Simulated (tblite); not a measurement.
Species: C5H7O2Si (doublet state).
Bonds: C1–C2 (double), C2–C3, C3–O4 (double), C3–C5, C5–O6 (double), C5–C7, C7–Si8. Hydrogens: H9, H10 on C1; H11, H12 on C7; H13, H14, H15 on Si8.

The geometry is computed with GFN2-xTB (gas phase). This method treats the open shell by occupation alone, without spin polarisation.

(1) What internal coordinates does the optimisation give?

Answers

(1) 
| bond | length (Å) |
| --- | --- |
| C1=C2 | 1.292 |
| C2–C3 | 1.343 |
| C3=O4 | 1.246 |
| C3–C5 | 1.566 |
| C5=O6 | 1.202 |
| C5–C7 | 1.446 |
| C7–Si8 | 1.953 |
| C1–H9 | 1.083 |
| C1–H10 | 1.080 |
| C7–H11, C7–H12 | 1.085 |
| Si8–H13, Si8–H14 | 1.456 |
| Si8–H15 | 1.485 |

Bonds in one row agree within 0.01 Å and their mean is given. A selection of angles:
| angle | degrees |
| --- | --- |
| C1–C2–C3 | 161.7 |
| C2–C3–O4 | 132.3 |
| C2–C3–C5 | 113.3 |
| O4–C3–C5 | 114.4 |
| C3–C5–O6 | 120.3 |
| C3–C5–C7 | 108.5 |
| O6–C5–C7 | 130.7 |
| C5–C7–Si8 | 105.6 |

Dihedral angles: C1–C2–C3–O4 -124° (anticlinal); C2–C3–C5–O6 41° (synclinal); C3–C5–C7–Si8 -54° (synclinal). The mirror-image conformer, all signs reversed, is as good.

Si8 and O4 aren't drawn bonded (4 bonds apart) but lie 2.28 Å from each other; Cordero's covalent radii sum to 1.77 Å. The C–O distances run from 1.202 Å (C5=O6, drawn double) to 1.246 Å (C3=O4, drawn double), a spread of 0.044 Å. Of the pairs four or more bonds apart, those above aside, O4···H14 is among the closest relative to their van der Waals radii: 2.40 Å, 88 % of the sum of Bondi's values. C3 (carbon bonded to 2 C and O) is planar (angles 132.3°, 114.4° and 113.3°, sum 359.9°, 0.02 Å off the plane of its three neighbours). C2 (carbon bonded to 2 C) is bent (angle 161.7°). C1 (carbon bonded to C and 2 H) is planar (angles 123.6°, 121.0° and 115.4°, sum 360.0°, 0.01 Å off the plane of its three neighbours). The C–C distances run from 1.292 Å (C1=C2, drawn double) to 1.566 Å (C3–C5, drawn single), a spread of 0.274 Å.

Point group: C1 (no symmetry element, even within 0.4 Å). Its GFN2-xTB frequencies are all real (lowest 56 cm⁻¹). 3 starts were optimised and ended at 0.00, 4.86 and -18.56 kcal/mol (GFN2-xTB); the lowest of these is shown.

Time: 0.96 s. Hardware: one thread of an Arm Neoverse V2, no GPU, shared host. That covers the optimisation of the geometry.
